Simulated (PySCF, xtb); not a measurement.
TeFI, SMILES F[Te]I.

Harmonic wavenumbers (cm⁻¹) from GFN2-xTB (xtb) at its own minimum, in rising order: 123, 263, 472.

What does PySCF with B3LYP-D3(BJ)/def2-TZVP give at its own minimum? (The exact figures need the calculation; the answer reports its results.)

132, 210, 594. Paired by order, the mean absolute difference is 62 cm⁻¹ and the zero-point energies are 1.2 and 1.3 kcal/mol.
